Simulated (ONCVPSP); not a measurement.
**Potentials for C compared**

Generated with ld1.x 7.5 (TM, RRKJ, ultrasoft, PAW), atompaw 4.2 or ONCVPSP 4.0.1. The cutoff is in Ry: for ld1.x and atompaw files where the sum of valence levels is converged to 10 mRy in a Bessel basis, for ONCV files where the hardest occupied wave has 1 mHa per electron of residual kinetic energy. The error is the largest all-electron minus pseudo excitation energy over each file’s own four to seven test configurations (ionisations up to +4, promotions, holes and added fractions of an electron), all of which were solved. The labels leave out finer settings (local radius, basis sizes, second energies), which also bear on the numbers. Spin-polarised tests are not counted. The rows are a selection from randomly drawn settings: files with unsolved tests, undetermined cutoffs or missed reference levels are left out.

A true bound ghost makes a file unfit for plane-wave use even where its test errors are small: the radial tests pick states by their node count and pass the ghost by.

```tsv
potential	cutoff (Ry)	largest error (meV)	bound ghosts
ONCV, PBE, scalar-relativistic, rc 1.30/1.75/1.40 (spd), local smoothed, core correction yes, reference 2s1 2p3, qcut 6.2/8/6.3, projectors 2/2/1	37	+272	none
ONCV, PBE, scalar-relativistic, rc 0.90/2.40/1.85 (spd), local smoothed, core correction yes, reference 2s2 2p2, qcut 6.9/7/6.2, projectors 1/1/2	89	+825	none
ONCV, PBE, scalar-relativistic, rc 1.00/1.55 (sp), local smoothed, core correction yes, reference 2s2 2p1.75, qcut 5.4/4.2, projectors 3/2	106	+243	s
ONCV, PBE, scalar-relativistic, rc 1.15/2.45 (sp), local smoothed, core correction yes, reference 2s2 2p2, qcut 4.4/5.2, projectors 2/3	111	+1459	none
ONCV, Wu-Cohen, scalar-relativistic, rc 0.90/0.90/0.90 (spd), local smoothed, core correction yes, reference 2s2, qcut 6.5/11.1/9.3, projectors 1/2/3	42	+34	none
```

Q: Fill in the row for C: ONCV, revPBE, scalar-relativistic, rc 1.05/1.15 (sp), local smoothed, core correction yes, reference 2s2, qcut 5.5/6, projectors 2/2.

A: cutoff 78 Ry, largest error +160 meV, bound ghosts: none.

Q: Fill in the row for C: ONCV, LDA (Perdew-Wang 92), scalar-relativistic, rc 1.25/3.10/3.15 (spd), local smoothed, core correction yes, reference 2s2 2p2, qcut 5.6/4.7/2.7, projectors 1/1/2.

A: cutoff 40 Ry, largest error +2615 meV, bound ghosts: d.
